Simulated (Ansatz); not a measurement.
`C[SiH](O)[AlH][OH]` → `[OH][AlH2]` + `C[Si]O`  (silylene formation by 1,1-elimination)

Gas-phase electronic energies from Ansatz, PBE0-D4/def2-TZVP geometries. CCSD(T)/CBS adds triple-zeta CCSD(T) − MP2 to the extrapolated MP2 energy (def2 sets, frozen cores). This one scheme is used for every species. DFT in def2-TZVPP. B3LYP here is the variant with VWN-RPA as its local correlation; programs differ in this. HSE06 is defined as in plane-wave codes. One conformer a species, not always the lowest.

`C[SiH](O)[AlH][OH]`:

Z-matrix (Å, degrees):
```
C
Si 1 1.874
H 1 1.094 2 109.9
H 1 1.093 2 112.0 3 119.8
H 1 1.093 2 110.5 3 -119.5
O 2 1.665 1 111.5 3 175.2
Al 2 2.469 1 111.9 3 -58.9
H 2 1.491 1 107.7 3 61.9
H 6 0.957 2 117.5 1 81.7
O 7 1.702 2 115.5 1 58.1
H 7 1.597 2 126.4 1 -121.1
H 10 0.956 7 123.4 2 179.4
```

`[OH][AlH2]`:

Z-matrix (Å, degrees):
```
Al
O 1 1.696
H 1 1.585 2 119.7
H 1 1.577 2 116.0 3 -180.0
H 2 0.956 1 123.4 3 -0.0
```

`C[Si]O`:

```xyz
7

C     0.570   -0.060   -0.614
Si    0.194    1.071    0.873
O    -1.165    0.338    1.471
H     0.724   -1.094   -0.280
H     1.461    0.254   -1.164
H    -0.276   -0.065   -1.314
H    -1.508   -0.444    1.029
```

| level | ΔE (kJ/mol) |
| --- | --- |
| B2PLYP | 158.3 |
| B3LYP | 149.9 |
| HSE06 | 177.8 |
| CCSD/def2-TZVPP | 161.6 |

Task: What does CCSD(T)/CBS give? (An estimate is asked.)

Result: The calculation gave: +168.3 kJ/mol. The listed levels differ from it by -10.0, -18.4, 9.5, -6.7 kJ/mol.

Task: What do rigid-rotor, harmonic-oscillator terms from PBE0-D4/def2-TZVP frequencies (298.15 K, 1 bar) make of the CCSD(T)/CBS value? (An estimate is asked.)

Result: Ansatz gave: ΔZPE = -11.3 kJ/mol, ΔH = +157.6 kJ/mol, ΔS = 148 J/(mol·K), ΔG = +113.5 kJ/mol. Modes under 50 cm⁻¹ make the entropy rough.

Largest T1 diagnostic among the species: 0.014.

From r2SCAN to r2SCAN0 (25 % exact exchange), in def2-TZVPP and without D4, ΔE moves by +3.8 kJ/mol. In def2-TZVPP, CCSD(T) changes the Hartree–Fock value by +8.7 kJ/mol (the triples alone add +1.7 kJ/mol) and MP2 by +16.9 kJ/mol. At CCSD(T), def2-SVP lies −17.1 kJ/mol from the extrapolated value and def2-TZVPP −4.9 kJ/mol.

CCSD(T)/CBS has its own doubt, a few kJ/mol and more with outer-core shells, so smaller differences from it don't rank the levels.
